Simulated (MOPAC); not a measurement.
Series SiXY, Y = hydroxy, computed as singlets and as triplets. All species are isolated molecules in the gas phase. One relaxed conformer stands for each flexible species; it need not be the lowest. Strings in code marks are SMILES.

Quantity: adiabatic spin-state energy, in kcal/mol. Semi-empirical values (MOPAC) are differences of heats of formation.

Case: `C#C[Si]O`: multiplicity 3 minus multiplicity 1. The other species in the difference include `C#C[Si]O` (neutral, multiplicity 1). Geometry of `C([Si]O)#C` (neutral, multiplicity 3, Å):

```xyz
6

C      1.9096    -0.2455     0.4168
C      0.7116    -0.3703     0.2518
Si    -1.0190    -0.7060     0.0332
O     -2.0420     0.4907    -0.4572
H      2.9587    -0.1219     0.5572
H     -2.5190     0.9529     0.2364
```

Problem. What is the computed adiabatic spin-state energy (PM6 // PBE0-D3(BJ)/def2-TZVP (MOPAC))?

Solution. 38.4 kcal/mol.
